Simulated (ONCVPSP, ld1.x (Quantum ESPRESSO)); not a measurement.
## Potentials for manganese (Mn) compared

Generated with ld1.x 7.5 (TM, RRKJ, ultrasoft, PAW), atompaw 4.2 or ONCVPSP 4.0.1. The cutoff is in Ry: for ld1.x and atompaw files where the sum of valence levels is converged to 10 mRy in a Bessel basis, for ONCV files where the hardest occupied wave has 1 mHa per electron of residual kinetic energy. The error is the largest all-electron minus pseudo excitation energy over each file’s own four to seven test configurations (ionisations up to +4, promotions, holes and added fractions of an electron), all of which were solved. The labels leave out finer settings (local radius, basis sizes, second energies), which also bear on the numbers. Spin-polarised tests are not counted. The rows are a selection from randomly drawn settings: files with unsolved tests, undetermined cutoffs or missed reference levels are left out.

A true bound ghost makes a file unfit for plane-wave use even where its test errors are small: the radial tests pick states by their node count and pass the ghost by.

```tsv
potential	cutoff (Ry)	largest error (meV)	bound ghosts
ONCV, LDA (Perdew-Zunger), non-relativistic, rc 2.60/2.30/1.45 (spd), local smoothed, core correction no, reference 3d5 4s1, qcut 2.2/4/12.5, projectors 2/1/3	104	+74	none
TM semilocal, LDA (PZ), scalar-relativistic, rc 2.25/2.75/1.50 (spd), local s, core correction no, reference 3d5 4s1.75 4p0.25	100	-329	none
ONCV, PBE, scalar-relativistic, rc 1.20/1.40/1.95 (spd), local smoothed, core correction yes, reference 3s2 3p6 3d4, qcut 8.9/7.8/8.7, projectors 2/2/2	65	+195	none
ONCV, PBE, scalar-relativistic, rc 1.40/1.40/1.75 (spd), local smoothed, core correction no, reference 3s2 3p6 3d4, qcut 7.1/8.1/7.9, projectors 2/2/1	56	+100	none
ONCV, LDA (Perdew-Zunger), scalar-relativistic, rc 2.45/2.60/0.95 (spd), local smoothed, core correction yes, reference 3d5 4s1, qcut 3/2.9/10.2, projectors 2/3/2	469	-87	s
TM, revPBE, scalar-relativistic, rc 1.66/2.28/1.04 (spd), local smoothed, core correction yes, reference 3d5 4s1 4p1	180	-187	s
```

Task: Fill in the row for Mn: ONCV, PBEsol, scalar-relativistic, rc 2.05/1.75/1.50 (spd), local smoothed, core correction yes, reference 3d5 4s2, qcut 3.2/5/9.7, projectors 2/2/2.

Result: cutoff 83 Ry, largest error -95 meV, bound ghosts: p.

Task: Fill in the row for Mn: ONCV, PBEsol, scalar-relativistic, rc 1.65/1.40/1.15 (spd), local d, core correction no, reference 3s2 3p6 3d5 4s1.5 4p0.5, qcut 6.7/12.4/10.6, projectors 3/2/0.

Result: cutoff 103 Ry, largest error -1.0 meV, bound ghosts: none.
